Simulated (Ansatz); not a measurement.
Coupled-cluster diagnostics for cis-OsH2(PH3)4 (P₄OsH₁₄), Ansatz.

Geometry of the singlet (PBE-D4/def2-SVP):

```xyz
19

Os   -0.2660    0.3048   -0.2538
H    -1.2123    1.6660    0.0062
P     0.9788   -1.5624   -0.9165
H     0.3424   -2.6723   -1.5819
H     1.7370   -2.3896   -0.0036
H     2.0488   -1.4310   -1.8745
H    -0.7192    0.5468   -1.8514
P     0.1943    0.2188    2.0387
H    -0.8739    0.0896    2.9990
H     0.8343    1.3275    2.7027
H     1.0307   -0.7879    2.6546
P    -2.2831   -0.8050   -0.1205
H    -2.9254   -1.0600    1.1444
H    -2.4506   -2.1372   -0.6449
H    -3.4231   -0.2301   -0.7690
P     1.3681    1.8531   -0.7548
H     2.0731    2.5720    0.2767
H     1.0073    2.9988   -1.5344
H     2.5388    1.4980   -1.5169
```

In the def2 sets Os takes a core potential; there is no spin–orbit coupling. Correlated methods freeze 20 core orbitals; core or outer-core shells of Os are correlated, in sets that lack core-valence functions.

Estimate the CCSD(T) correlation energy, the shares of MP2 and (T), T1 and the reference's ⟨S²⟩ for: charge 0, singlet, own geometry in def2-SVP; and the rough time on 4 threads of Intel Xeon 6975P-C on a shared host.


```tsv
state	basis	correlation (eV)	MP2 share (%)	(T) share (%)	T1	⟨S²⟩ (pure)	wall time
charge 0, singlet, own geometry	def2-SVP	-30.729	93.8	3.7	0.018	0.00 (0.00)	27 s
```
Customary marks for T1 are 0.02 (closed shells), 0.045 (open shells) and about 0.05 (3d metals). T1 stays under 0.02 throughout.
